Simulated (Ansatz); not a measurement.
Ansatz (a program for electronic structure) input file for CH₇ClFNSi₂, SMILES CN[SiH2][Si@@H](F)Cl, B3LYP-D3(BJ)/def2-SVP. 

Ansatz 0.2 input:
```yaml
crystal:
  periodic: [false, false, false]
  atoms:
    - {symbol: C, position_ang: [-3.29598759, -1.08310756, -0.71743521]}
    - {symbol: N, position_ang: [-1.89514083, -0.98164922, -0.38985952]}
    - {symbol: Si, position_ang: [-0.90829672, 0.31448434, -0.92623955]}
    - {symbol: Si, position_ang: [1.17395803, -0.05828657, -0.04142182]}
    - {symbol: F, position_ang: [2.11461027, 1.06490117, -0.72653127]}
    - {symbol: Cl, position_ang: [1.36748500, 0.27437070, 1.93695671]}
    - {symbol: H, position_ang: [-3.82944508, -1.63054507, 0.06140513]}
    - {symbol: H, position_ang: [-3.46457200, -1.58718486, -1.67488068]}
    - {symbol: H, position_ang: [-3.71090436, -0.08089532, -0.78571267]}
    - {symbol: H, position_ang: [-1.48840514, -1.88935010, -0.22225968]}
    - {symbol: H, position_ang: [-1.58345993, 1.53555623, -0.45851913]}
    - {symbol: H, position_ang: [-0.81623841, 0.45585262, -2.39628318]}
    - {symbol: H, position_ang: [1.93694044, -1.26842504, -0.33234542]}
basis:
  gaussian:
    orbitals: def2-SVP
hamiltonian:
  xc: b3lyp
  dispersion: d3bj
relax: {f_tol: 0.002, max_steps: 200}
```

Log of the run:

```
WARN ansatz: RAYON_NUM_THREADS=1 ignored (pool sized by the plan → 1); use --threads N
Functional definition: B3LYP
integrals: 0.10 GiB planned
1362 factors; integrals over basis functions are off by at most 5.6e-4 eV
mean field: 0.72 GiB planned
mean field evaluation 1: about -33619.4928 eV, gradient 6.1e1 eV
mean field evaluation 2: about -33603.1239 eV, gradient 1.0e2 eV
mean field evaluation 4: about -33627.2282 eV, gradient 5.8e0 eV
mean field evaluation 8: about -33627.3052 eV, gradient 5.1e-1 eV
mean field evaluation 16: about -33627.3057 eV, gradient 2.2e-5 eV
mean field -33627.30569297 eV, -1235.7806908102 hartree, gradient 2.2e-5 eV, S^2 0.000000; 0 other end points of the search recorded, 0 dependent functions left out
the calculation of the forces begins
reference -33627.30598639 eV, -1235.7807015931 hartree; 37, 37 occupied and 94, 94 virtual orbitals, 1362 factors
relax step   1: F+E_penalty+E_count = -33627.90027878 eV  Δ(F+E_penalty+E_count) = +0.000e0 eV  max|allowed force component| = 1.283e0 eV/Å  Δτ_max = 0.0000 Å  (28 SCF iters, accepted)
these checks for a lower state are left out or cut short: starts, cluster_reference, orbital_swaps, neighbouring_geometries, increment
integrals: 0.10 GiB planned
1362 factors; integrals over basis functions are off by at most 5.7e-4 eV
mean field: 0.72 GiB planned
[...]
the calculation of the forces begins
reference -33627.55577881 eV, -1235.7898812953 hartree; 37, 37 occupied and 94, 94 virtual orbitals, 1362 factors
relax step   8: F+E_penalty+E_count = -33628.14545384 eV  Δ(F+E_penalty+E_count) = -1.369e-3 eV  max|allowed force component| = 3.759e-2 eV/Å  Δτ_max = 0.0487 Å  (25 SCF iters, accepted)
these checks for a lower state are left out or cut short: starts, cluster_reference, orbital_swaps, neighbouring_geometries, increment
integrals: 0.10 GiB planned
1362 factors; integrals over basis functions are off by at most 5.9e-4 eV
mean field: 0.72 GiB planned
mean field -33627.55662848 eV, -1235.7899125202 hartree, gradient 7.2e-5 eV, S^2 0.000000; 0 other end points of the search recorded, 0 dependent functions left out
the calculation of the forces begins
reference -33627.55692565 eV, -1235.7899234408 hartree; 37, 37 occupied and 94, 94 virtual orbitals, 1362 factors
relax step   9: F+E_penalty+E_count = -33628.14654795 eV  Δ(F+E_penalty+E_count) = -1.094e-3 eV  max|allowed force component| = 6.717e-2 eV/Å  Δτ_max = 0.0742 Å  (25 SCF iters, accepted)
these checks for a lower state are left out or cut short: starts, cluster_reference, orbital_swaps, neighbouring_geometries, increment
integrals: 0.10 GiB planned
1362 factors; integrals over basis functions are off by at most 5.9e-4 eV
mean field: 0.72 GiB planned
mean field evaluation 64: about -33627.5576 eV, gradient 2.8e-5 eV
mean field -33627.55764454 eV, -1235.7899498596 hartree, gradient 6.0e-5 eV, S^2 0.000000; 0 other end points of the search recorded, 0 dependent functions left out
the calculation of the forces begins
reference -33627.55794206 eV, -1235.7899607934 hartree; 37, 37 occupied and 94, 94 virtual orbitals, 1362 factors
relax step  10: F+E_penalty+E_count = -33628.14666477 eV  Δ(F+E_penalty+E_count) = -1.168e-4 eV  max|allowed force component| = 9.144e-2 eV/Å  Δτ_max = 0.0452 Å  (25 SCF iters, accepted)
these checks for a lower state are left out or cut short: starts, cluster_reference, orbital_swaps, neighbouring_geometries, increment
integrals: 0.10 GiB planned
1362 factors; integrals over basis functions are off by at most 5.9e-4 eV
mean field: 0.72 GiB planned
mean field -33627.55831702 eV, -1235.7899745726 hartree, gradient 2.6e-5 eV, S^2 0.000000; 0 other end points of the search recorded, 0 dependent functions left out
the calculation of the forces begins
reference -33627.55861432 eV, -1235.7899854983 hartree; 37, 37 occupied and 94, 94 virtual orbitals, 1362 factors
relax step  11: F+E_penalty+E_count = -33628.14745728 eV  Δ(F+E_penalty+E_count) = -7.925e-4 eV  max|allowed force component| = 5.233e-2 eV/Å  Δτ_max = 0.0105 Å  (23 SCF iters, accepted)
these checks for a lower state are left out or cut short: starts, cluster_reference, orbital_swaps, neighbouring_geometries, increment
integrals: 0.10 GiB planned
1362 factors; integrals over basis functions are off by at most 5.8e-4 eV
mean field: 0.72 GiB planned
mean field -33627.55833119 eV, -1235.7899750934 hartree, gradient 1.1e-5 eV, S^2 0.000000; 0 other end points of the search recorded, 0 dependent functions left out
the calculation of the forces begins
reference -33627.55862840 eV, -1235.7899860159 hartree; 37, 37 occupied and 94, 94 virtual orbitals, 1362 factors
relax step  12: F+E_penalty+E_count = -33628.14770344 eV  Δ(F+E_penalty+E_count) = -2.462e-4 eV  max|allowed force component| = 1.988e-2 eV/Å  Δτ_max = 0.0166 Å  (24 SCF iters, accepted)
these checks for a lower state are left out or cut short: starts, cluster_reference, orbital_swaps, neighbouring_geometries, increment
integrals: 0.10 GiB planned
1362 factors; integrals over basis functions are off by at most 5.8e-4 eV
mean field: 0.72 GiB planned
mean field -33627.55820480 eV, -1235.7899704488 hartree, gradient 7.3e-6 eV, S^2 0.000000; 0 other end points of the search recorded, 0 dependent functions left out
the calculation of the forces begins
reference -33627.55850204 eV, -1235.7899813720 hartree; 37, 37 occupied and 94, 94 virtual orbitals, 1362 factors
relax step  13: F+E_penalty+E_count = -33628.14767369 eV  Δ(F+E_penalty+E_count) = +2.975e-5 eV  max|allowed force component| = 2.755e-2 eV/Å  Δτ_max = 0.0137 Å  (24 SCF iters, rejected (line search))
these checks for a lower state are left out or cut short: starts, cluster_reference, orbital_swaps, neighbouring_geometries, increment
integrals: 0.10 GiB planned
1362 factors; integrals over basis functions are off by at most 5.8e-4 eV
mean field: 0.72 GiB planned
mean field -33627.55842153 eV, -1235.7899784136 hartree, gradient 2.1e-5 eV, S^2 0.000000; 0 other end points of the search recorded, 0 dependent functions left out
the calculation of the forces begins
reference -33627.55871879 eV, -1235.7899893374 hartree; 37, 37 occupied and 94, 94 virtual orbitals, 1362 factors
relax step  14: F+E_penalty+E_count = -33628.14776272 eV  Δ(F+E_penalty+E_count) = -5.928e-5 eV  max|allowed force component| = 3.682e-3 eV/Å  Δτ_max = 0.0067 Å  (23 SCF iters, accepted)
these checks for a lower state are left out or cut short: starts, cluster_reference, orbital_swaps, neighbouring_geometries, increment
integrals: 0.10 GiB planned
1362 factors; integrals over basis functions are off by at most 5.8e-4 eV
mean field: 0.72 GiB planned
mean field -33627.55842245 eV, -1235.7899784473 hartree, gradient 7.8e-6 eV, S^2 0.000000; 0 other end points of the search recorded, 0 dependent functions left out
the calculation of the forces begins
reference -33627.55871972 eV, -1235.7899893717 hartree; 37, 37 occupied and 94, 94 virtual orbitals, 1362 factors
relax step  15: F+E_penalty+E_count = -33628.14779636 eV  Δ(F+E_penalty+E_count) = -3.364e-5 eV  max|allowed force component| = 8.763e-3 eV/Å  Δτ_max = 0.0144 Å  (24 SCF iters, accepted)
these checks for a lower state are left out or cut short: starts, cluster_reference, orbital_swaps, neighbouring_geometries, increment
integrals: 0.10 GiB planned
1362 factors; integrals over basis functions are off by at most 5.8e-4 eV
mean field: 0.72 GiB planned
mean field evaluation 96: about -33627.5452 eV, gradient 4.6e-1 eV
mean field -33627.55844916 eV, -1235.7899794289 hartree, gradient 6.6e-6 eV, S^2 0.000000; 0 other end points of the search recorded, 0 dependent functions left out
the calculation of the forces begins
reference -33627.55874646 eV, -1235.7899903545 hartree; 37, 37 occupied and 94, 94 virtual orbitals, 1362 factors
relax step  16: F+E_penalty+E_count = -33628.14781061 eV  Δ(F+E_penalty+E_count) = -1.425e-5 eV  max|allowed force component| = 6.415e-3 eV/Å  Δτ_max = 0.0124 Å  (24 SCF iters, accepted)
these checks for a lower state are left out or cut short: starts, cluster_reference, orbital_swaps, neighbouring_geometries, increment
integrals: 0.10 GiB planned
1362 factors; integrals over basis functions are off by at most 5.8e-4 eV
mean field: 0.72 GiB planned
mean field -33627.55830446 eV, -1235.7899741112 hartree, gradient 1.8e-5 eV, S^2 0.000000; 0 other end points of the search recorded, 0 dependent functions left out
the calculation of the forces begins
reference -33627.55860174 eV, -1235.7899850362 hartree; 37, 37 occupied and 94, 94 virtual orbitals, 1362 factors
relax step  17: F+E_penalty+E_count = -33628.14781474 eV  Δ(F+E_penalty+E_count) = -4.132e-6 eV  max|allowed force component| = 4.756e-3 eV/Å  Δτ_max = 0.0090 Å  (23 SCF iters, accepted)
these checks for a lower state are left out or cut short: starts, cluster_reference, orbital_swaps, neighbouring_geometries, increment
integrals: 0.10 GiB planned
1362 factors; integrals over basis functions are off by at most 5.8e-4 eV
mean field: 0.72 GiB planned
mean field -33627.55834755 eV, -1235.7899756947 hartree, gradient 5.1e-5 eV, S^2 0.000000; 0 other end points of the search recorded, 0 dependent functions left out
the calculation of the forces begins
reference -33627.55864486 eV, -1235.7899866206 hartree; 37, 37 occupied and 94, 94 virtual orbitals, 1362 factors
relax step  18: F+E_penalty+E_count = -33628.14782060 eV  Δ(F+E_penalty+E_count) = -5.855e-6 eV  max|allowed force component| = 6.528e-3 eV/Å  Δτ_max = 0.0027 Å  (20 SCF iters, accepted)
these checks for a lower state are left out or cut short: starts, cluster_reference, orbital_swaps, neighbouring_geometries, increment
integrals: 0.10 GiB planned
1362 factors; integrals over basis functions are off by at most 5.8e-4 eV
mean field: 0.72 GiB planned
mean field -33627.55838563 eV, -1235.7899770940 hartree, gradient 7.4e-5 eV, S^2 0.000000; 0 other end points of the search recorded, 0 dependent functions left out
the calculation of the forces begins
reference -33627.55868292 eV, -1235.7899880195 hartree; 37, 37 occupied and 94, 94 virtual orbitals, 1362 factors
relax step  19: F+E_penalty+E_count = -33628.14782796 eV  Δ(F+E_penalty+E_count) = -7.363e-6 eV  max|allowed force component| = 1.499e-3 eV/Å  Δτ_max = 0.0035 Å  (20 SCF iters, accepted)
integrals: 0.10 GiB planned
1362 factors; integrals over basis functions are off by at most 5.8e-4 eV
mean field: 0.72 GiB planned
mean field evaluation 128: about -33627.5584 eV, gradient 4.6e-3 eV
mean field -33627.55838563 eV, -1235.7899770940 hartree, gradient 7.4e-5 eV, S^2 0.000000; 1 other end points of the search recorded, 0 dependent functions left out
the calculation of the forces begins
reference -33627.55868292 eV, -1235.7899880195 hartree; 37, 37 occupied and 94, 94 virtual orbitals, 1362 factors
Total energy: -33628.14812526 eV, -1235.8116496258 hartree
Atom 0 at    -3.295700    -1.078956    -0.587561 Å, force     0.000850    -0.000461    -0.000562 eV/Å
Atom 1 at    -1.841901    -1.054874    -0.575999 Å, force    -0.001323     0.000261     0.000172 eV/Å
Atom 2 at    -0.867780     0.279396    -1.102374 Å, force     0.000809     0.000828     0.000682 eV/Å
Atom 3 at     1.212006     0.020352    -0.051985 Å, force     0.001499    -0.000757    -0.000778 eV/Å
Atom 4 at     2.247543     1.166128    -0.572482 Å, force    -0.000694    -0.000461     0.000445 eV/Å
Atom 5 at     0.958671     0.271706     1.993031 Å, force    -0.000209     0.000955    -0.000148 eV/Å
Atom 6 at    -3.688312    -1.704829     0.231892 Å, force     0.000068     0.000032    -0.000277 eV/Å
Atom 7 at    -3.730583    -1.452548    -1.535652 Å, force    -0.000000     0.000161     0.000462 eV/Å
Atom 8 at    -3.684562    -0.060505    -0.428930 Å, force    -0.000259    -0.000210     0.000244 eV/Å
Atom 9 at    -1.423534    -1.980482    -0.577760 Å, force     0.000010    -0.000347    -0.000076 eV/Å
Atom 10 at    -1.508124     1.538835    -0.626993 Å, force    -0.000119    -0.000398     0.000091 eV/Å
Atom 11 at    -0.654842     0.416646    -2.582938 Å, force     0.000301     0.000109    -0.000069 eV/Å
Atom 12 at     1.877662    -1.295146    -0.255377 Å, force    -0.000932     0.000288    -0.000186 eV/Å
Dipole moment:    -0.419670    -0.423149    -0.205282 e Å
```

The run converged.

Cost: around 110 core-seconds (rough).
